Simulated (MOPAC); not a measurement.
A run for MOPAC: PM7 on H2Se2 (SMILES [SeH][SeH]), a point of a torsion scan.

```
PM7 1SCF PRECISE CHARGE=0 THREADS=1
H2Se2

Se    -1.08338494 1     0.57165845 1     0.42203186 1
Se     1.08090590 1     0.60331839 1    -0.42626112 1
H     -1.51437201 1    -0.60410747 1    -0.31021712 1
H      1.19172815 1    -0.83159297 1    -0.60825150 1
```

Output:

```
*******************************************************************************
 **                                                                           **
 **                              MOPAC v23.2.5                                **
 **                                                                           **
 *******************************************************************************
 ** MOPAC's Digital Object Identifier: https://doi.org/10.5281/zenodo.6511958 **
 **                                                                           **
 ** Please cite the open-source release paper for use of this MOPAC version:  **
 ** J. E. Moussa and J. J. P. Stewart (2026)                                  **
 ** MOPAC: An open-source semiempirical molecular orbital program             **
 ** J. Open Source Softw., 11(119), 8025, https://doi.org/10.21105/joss.08025 **
 *******************************************************************************

                              PM7 CALCULATION RESULTS

 *******************************************************************************
 *  PM7        - The PM7 Hamiltonian to be used
 *
 *
 *
 *                 CHARGE ON SYSTEM = 0
 *
 *
 *
 *  PRECISE    - TIGHTER CRITERIA TO BE USED
 *  1SCF       - DO 1 SCF AND THEN STOP
 *  THREADS=1  - MULTI-THREADING NOT USED
 *  T=         - A TIME OF 172800.0 SECONDS REQUESTED
 *  DUMP=N     - RESTART FILE WRITTEN EVERY 7200.0 SECONDS REQUESTED
 *******************************************************************************
PM7 1SCF PRECISE CHARGE=0 THREADS=1
 H2Se2

   ATOM   CHEMICAL          X               Y               Z
  NUMBER   SYMBOL      (ANGSTROMS)     (ANGSTROMS)     (ANGSTROMS)

     1      Se         -1.08338494  *   0.57165845  *   0.42203186  *
     2      Se          1.08090590  *   0.60331839  *  -0.42626112  *
     3       H         -1.51437201  *  -0.60410747  *  -0.31021712  *
     4       H          1.19172815  *  -0.83159297  *  -0.60825150  *



          CARTESIAN COORDINATES

    NO.       ATOM           X           Y           Z

     1        Se         -1.0834      0.5717      0.4220
     2        Se          1.0809      0.6033     -0.4263
     3         H         -1.5144     -0.6041     -0.3102
     4         H          1.1917     -0.8316     -0.6083

 General Reference for PM7:
 "Optimization of Parameters for Semiempirical Methods VI: More Modifications to the
 NDDO Approximations and Re-optimization of Parameters", J. J. P. Stewart, J. Mol. Mod., 1:32, 19 (2013)
 https://link.springer.com/article/10.1007/s00894-012-1667-x

           Empirical Formula: H2 Se2  =     4 atoms



      MOLECULAR POINT GROUP   :   C2


      RHF CALCULATION, NO. OF DOUBLY OCCUPIED LEVELS = 7


 -------------------------------------------------------------------------------
 PM7 1SCF PRECISE CHARGE=0 THREADS=1
 H2Se2



     1SCF WAS SPECIFIED, SO BFGS WAS NOT USED
     SCF FIELD WAS ACHIEVED


                              PM7 CALCULATION
                                                       MOPAC v23.2.5 Linux




          FINAL HEAT OF FORMATION =          6.35063 KCAL/MOL =      26.57103 KJ/MOL


          COSMO AREA              =         96.16 SQUARE ANGSTROMS
          COSMO VOLUME            =         82.32 CUBIC ANGSTROMS

          IONIZATION POTENTIAL    =          7.792536 EV
          HOMO LUMO ENERGIES (EV) =         -7.793 -1.779
          NO. OF FILLED LEVELS    =          7
          MOLECULAR WEIGHT        =        159.9358         POINT GROUP:  C2

          MOLECULAR DIMENSIONS (Angstroms)

            Atom       Atom       Distance
            H     3   Se     2     2.86475
            H     4   Se     1     2.43360
           Se     2   Se     1     0.35158


          SCF CALCULATIONS        =          1





   ATOM   CHEMICAL          X               Y               Z
  NUMBER   SYMBOL      (ANGSTROMS)     (ANGSTROMS)     (ANGSTROMS)

     1      Se         -1.08338494  *   0.57165845  *   0.42203186  *
     2      Se          1.08090590  *   0.60331839  *  -0.42626112  *
     3       H         -1.51437201  *  -0.60410747  *  -0.31021712  *
     4       H          1.19172815  *  -0.83159297  *  -0.60825150  *

                             CARTESIAN COORDINATES

   1   Se       -1.083384940     0.571658450     0.422031860
   2   Se        1.080905900     0.603318390    -0.426261120
   3    H       -1.514372010    -0.604107470    -0.310217120
   4    H        1.191728150    -0.831592970    -0.608251500


           Empirical Formula: H2 Se2  =     4 atoms



      MOLECULAR POINT GROUP   :   C2


                  EIGENVALUES
 -24.90999 -22.45179 -13.17171 -11.43155  -9.92978  -9.41046  -7.79254  -1.77947
   0.77952   1.28045


              NET ATOMIC CHARGES AND DIPOLE CONTRIBUTIONS

  ATOM NO.   TYPE          CHARGE      No. of ELECS.   s-Pop       p-Pop
    1         Se          -0.018610        6.0186     1.95606     4.06255
    2         Se          -0.018609        6.0186     1.95606     4.06255
    3          H           0.018609        0.9814     0.98139
    4          H           0.018610        0.9814     0.98139
 DIPOLE           X         Y         Z       TOTAL
 POINT-CHG.    -0.029    -0.233    -0.082     0.249
 HYBRID        -0.198    -1.612    -0.564     1.719
 SUM           -0.226    -1.845    -0.646     1.968


          ATOMIC ORBITAL ELECTRON POPULATIONS

     Atom    s        px        py        pz
    1 Se   1.95606   1.09991   1.38056   1.58208
    2 Se   1.95606   1.13570   1.06002   1.86683
    3  H   0.98139
    4  H   0.98139

 **********************
 *                    *
 * JOB ENDED NORMALLY *
 *                    *
 **********************




 == MOPAC DONE ==
```

The run finished.

Cost: around 0.020 core-seconds (rough).
